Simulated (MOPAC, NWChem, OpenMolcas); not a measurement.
CHClInNO (SMILES O=C=[N][InH][Cl]): methods side by side

CHClInNO: 6 atoms, total charge 0, spin state singlet. SMILES: `O=C=[N][InH][Cl]`. The coordinates come from a PBE0-D4/def2-TZVP relaxation. This is one conformer, not always the lowest.

Each level gives the HOMO–LUMO gap (eV). The values are calculated.

| level | kind | program | value (eV) |
| --- | --- | --- | --- |
| PM3 | semi-empirical | MOPAC | 7.57 |
| HF/def2-SVP (core potential) | Hartree–Fock | OpenMolcas | 12.40 |
| SVWN5/def2-SVP (core potential) | LDA | OpenMolcas | 4.34 |
| BLYP/def2-SVP (core potential) | GGA | OpenMolcas | 4.27 |
| revPBE/def2-SVP (core potential) | GGA | OpenMolcas | 4.45 |
| TPSS/def2-SVP (core potential) | meta-GGA | OpenMolcas | 4.63 |
| r2SCAN/def2-SVP (core potential) | meta-GGA | OpenMolcas | 4.99 |
| PBE0/def2-SVP (core potential) | global hybrid | NWChem | 6.48 |
| B2PLYP/def2-SVP (core potential) | double hybrid | OpenMolcas | 8.58 |

The values span 4.27 to 12.40 eV. Orbital gaps aren't excitation energies, and those of double hybrids come from the SCF part alone; they tend to grow with the share of exact exchange.
